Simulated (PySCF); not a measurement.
Compound: C5H7ClFO (doublet state).
Structure used (GFN2-xTB), in Å, numbered top down from 1:
```xyz
15
C5H7ClFO angstrom
F     -2.7340    1.2192   -1.0725
C     -2.2507    1.1228    0.1813
C     -1.7420   -0.1926    0.6028
C     -0.3299   -0.4939    0.0482
O      0.5757    0.3859    0.6830
C      1.8809    0.2919    0.3607
C      2.4444   -0.5385   -0.5089
Cl     4.1481   -0.5093   -0.7695
H     -1.9203    2.0632    0.5826
H     -2.4108   -0.9781    0.2447
H     -1.6876   -0.2216    1.6910
H     -0.0603   -1.5348    0.2711
H     -0.3110   -0.3430   -1.0388
H      2.4652    1.0081    0.9212
H      1.9279   -1.2713   -1.1036
```

The hyperfine couplings belong to this conformer and change with its torsions.

As a line formula: `F[CH]CCO/C=C/Cl` [radical].

Theory: PySCF, UKS B3LYP, pcH-1 on C Cl F H O, non-relativistic, mean-field spin-orbit, GIAO. One conformer (not necessarily the lowest) at the GFN2-xTB geometry, without solvent, vibrations or thermal averaging. The geometry wasn't refined by DFT: couplings that depend on bond lengths, twists or pyramidal angles can differ widely from those at the functional's own minimum. No stability test was run, so a lower SCF solution isn't excluded.

Problem. What is the g tensor, term by term?

Solution. 
```csv
Δg (ppm),1,2,3
relativistic mass correction,-202,-202,-202
gauge correction,2,14,17
orbital Zeeman/spin–orbit,-73,2191,2815
total,-273,2004,2631
```

So g = 2.00205, 2.00432, 2.00495 and g_iso = 2.00377; the tensor is rhombic: the two nearest values differ by 22 % of g3 − g1. Axes: g2 points within 6° of the F1–C2 bond.

Problem. Average each term over the three axes. Which is largest in size?

Solution. The orbital-Zeeman/spin–orbit term 1645, the mass correction -202 and the gauge correction 11 ppm, for a total of 1454 ppm. The orbital-Zeeman/spin–orbit term is the largest in size. The mass correction is the same along every axis, so the anisotropy comes from the other two: their spans along these axes are 16 (gauge) and 2888 ppm (orbital Zeeman/spin–orbit).

Problem. What are the electron Larmor frequencies g μB B/h along the three axes at 3350 mT?

Solution. 93.8708, 93.9775, 94.0069 GHz for g1, g2 and g3, a range of 136.1 MHz.

Problem. What effective moment and Curie constant follow for a powder?

Solution. With the mean of g² = 4.0151 and S(S+1) = 0.75: μ_eff = √(⟨g²⟩S(S+1)) = 1.735 μB and χT = 0.12505·⟨g²⟩·S(S+1) = 0.377 cm³ K/mol (cgs; spin-Hamiltonian part alone).

Problem. In a frozen sample, at which fields do the three g values resonate at 9.5, 34, 94 and 263 GHz (hyperfine left aside), and which band first spreads them over more than twice a line width of 0.5 mT?

Solution. 
```json
{"band": "X", "GHz": "9.5", "B(g3) mT": "338.54", "B(g2) mT": "338.64", "B(g1) mT": "339.03", "spread mT": "0.49"}
{"band": "Q", "GHz": "34.0", "B(g3) mT": "1211.61", "B(g2) mT": "1211.99", "B(g1) mT": "1213.37", "spread mT": "1.76"}
{"band": "W", "GHz": "94.0", "B(g3) mT": "3349.75", "B(g2) mT": "3350.80", "B(g1) mT": "3354.61", "spread mT": "4.86"}
{"band": "J", "GHz": "263.0", "B(g3) mT": "9372.18", "B(g2) mT": "9375.11", "B(g1) mT": "9385.77", "spread mT": "13.59"}
```

The spread grows in proportion to the frequency. Q band is the first where it exceeds 1.0 mT.

The largest Mulliken spin populations are on C2 (+0.95), F1 (+0.07) and C3 (-0.06). C2 is the only atom above +0.15. The angles at C2 add up to 355.0°, so it is nearly planar; its axial dipolar tensor and the negative coupling of its proton fit spin in a p orbital normal to that plane.

The HOMO–LUMO gaps are 5.87 eV among the α and 4.90 eV among the β orbitals.

Hardware: an Arm Neoverse V1 with one thread, on a shared host. Cost: 98 s (grids of density and orbitals included), 1.1 GiB resident at most.
